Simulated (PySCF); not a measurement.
## Input and output of a scripted DFT run

The script drives PySCF SCF with an in-house response code with single-precision fitted integrals, so total energies wander by about 1e-6 Eh between cycles (the fitting error itself is about 1e-3 Eh and cancels in differences); atoms count from 0. Kgrid is the grid level of the response kernel; vcut the energy (Eh) above which virtual orbitals leave the response; delta the states run by ΔSCF (the anion only where the lumo is low enough to bind); pop asks for populations, which are stored and not printed; grid is the SCF grid level (2 if not given).

The gap is small, so a closed-shell solution may not be the true ground state; the numbers describe that solution. The bonding changed from the starting structure during the optimisation; the coordinates given are those used. The basis has no diffuse functions, so the polarisability comes out too low.

Job and coordinates (Å):

```
{"job": {"kind": "uv", "basis": "def2-SVP", "grid": 1, "kgrid": 0, "vcut": 1.5, "nstates": 6, "ntriplets": 2, "tda": false, "delta": [], "pop": true, "xc": "PBE0"}, "charge": 0, "multiplicity": 1}
F      4.072841    -0.689837     0.809081
S      5.277656    -1.319471    -0.807550
F      6.038227     0.163327    -0.535338
F      6.190193    -2.005338     0.428201
F      4.229075    -2.649497    -0.754709
F      4.132230    -0.508586    -1.765171
C      2.838039    -0.098811     0.578008
C      2.766952     1.257144     0.497709
C      1.500721     1.843348     0.297108
C      1.372756     3.242008     0.199708
C      0.142610     3.809222     0.010932
C     -0.997867     3.010343    -0.054913
C     -0.929164     1.631906     0.058568
C     -2.122610     0.794392     0.043236
C     -3.399104     1.329387     0.072340
C     -4.534587     0.521043     0.019043
C     -4.409897    -0.837289    -0.074895
C     -3.134223    -1.434818    -0.085922
C     -2.993791    -2.833590    -0.175363
C     -1.751275    -3.405406    -0.174642
C     -0.610845    -2.610846    -0.054231
C     -0.695168    -1.232919     0.052798
C      0.485392    -0.396520     0.230896
C      1.743095    -0.938818     0.437668
C      0.346082     1.018916     0.196485
C     -1.975253    -0.617898     0.002228
H      3.652439     1.865141     0.578981
H      2.261355     3.850070     0.268019
H      0.042523     4.880256    -0.081724
H     -1.946329     3.499793    -0.205599
H     -3.545314     2.394823     0.145932
H     -5.511677     0.980426     0.045621
H     -5.281337    -1.472501    -0.131883
H     -3.884377    -3.440190    -0.248949
H     -1.642588    -4.476958    -0.254003
H      0.348701    -3.101119    -0.052737
H      1.917369    -1.999281     0.485627
```

Command:

```bash
OMP_NUM_THREADS=1 python large_run.py task.json out
```

Question: What does the program print?

Answer: 
```
start: PBE on a coarse grid of 33624 points
cycle   1  E = -1662.6731639954  dE =  4.445e+00  |g| = 1.451e+00  |ddm| = 1.003e+01
cycle   2  E = -1660.2471728518  dE =  2.426e+00  |g| = 3.286e+00  |ddm| = 4.885e+00
cycle   3  E = -1661.6387697011  dE = -1.392e+00  |g| = 1.554e+00  |ddm| = 5.401e+00
cycle   4  E = -1662.8574115819  dE = -1.219e+00  |g| = 7.877e-01  |ddm| = 4.055e+00
cycle   5  E = -1663.1175024374  dE = -2.601e-01  |g| = 1.963e-01  |ddm| = 2.078e+00
cycle   6  E = -1663.1122999010  dE =  5.203e-03  |g| = 2.241e-01  |ddm| = 8.423e-01
cycle   7  E = -1663.1251969610  dE = -1.290e-02  |g| = 1.219e-01  |ddm| = 5.148e-01
cycle   8  E = -1663.1301841274  dE = -4.987e-03  |g| = 2.316e-02  |ddm| = 2.325e-01
cycle   9  E = -1663.1302846176  dE = -1.005e-04  |g| = 1.319e-02  |ddm| = 4.152e-02
cycle  10  E = -1663.1303341251  dE = -4.951e-05  |g| = 3.540e-03  |ddm| = 2.375e-02
final grid: 148907 points
cycle  11  E = -1663.4710172489  dE = -1.335e-02  |g| = 1.062e-01  |ddm| = 2.130e+00
cycle  12  E = -1663.4684778095  dE =  2.539e-03  |g| = 1.614e-01  |ddm| = 2.727e-01
cycle  13  E = -1663.4736056461  dE = -5.128e-03  |g| = 2.056e-02  |ddm| = 1.516e-01
cycle  14  E = -1663.4736805237  dE = -7.488e-05  |g| = 6.447e-03  |ddm| = 3.137e-02
cycle  15  E = -1663.4736912583  dE = -1.073e-05  |g| = 3.198e-03  |ddm| = 1.153e-02
cycle  16  E = -1663.4736970114  dE = -5.753e-06  |g| = 1.346e-03  |ddm| = 7.031e-03
cycle  17  E = -1663.4736951983  dE =  1.813e-06  |g| = 6.500e-04  |ddm| = 3.025e-03
cycle  18  E = -1663.4736950050  dE =  1.933e-07  |g| = 1.679e-04  |ddm| = 1.582e-03
cycle  19  E = -1663.4736948008  dE =  2.043e-07  |g| = 1.086e-04  |ddm| = 6.194e-04
cycle  20  E = -1663.4736966878  dE = -1.887e-06  |g| = 2.648e-05  |ddm| = 3.121e-04
converged SCF energy = -1663.4736966878

Static polarisability (au): isotropic 269.850, principal 102.265 315.543 391.744

Singlet excitations
state   eV       nm        f      main configurations
  1   1.4065    881.5   0.01541   H->L 0.99
  2   2.3713    522.9   0.00521   H-5->L 0.77, H-3->L 0.16
  3   2.9283    423.4   0.39439   H->L+1 0.97
  4   3.0999    400.0   0.05787   H-1->L 0.82, H-2->L 0.09
  5   3.2478    381.7   0.04359   H-2->L 0.44, H-3->L 0.18, H-1->L 0.17
  6   3.3126    374.3   0.00998   H-3->L 0.49, H-2->L 0.41, H-4->L 0.09

Triplet excitations (Tamm-Dancoff, eV): 1.2769 1.6176
```

Question: Roughly how long does this take on 1 thread of Intel Xeon @ 2.60GHz (shared host), and how large is the basis?

Answer: About 2.6 min of wall time, peak memory 0.71 GiB; 423 basis functions and 1474 fitting functions.
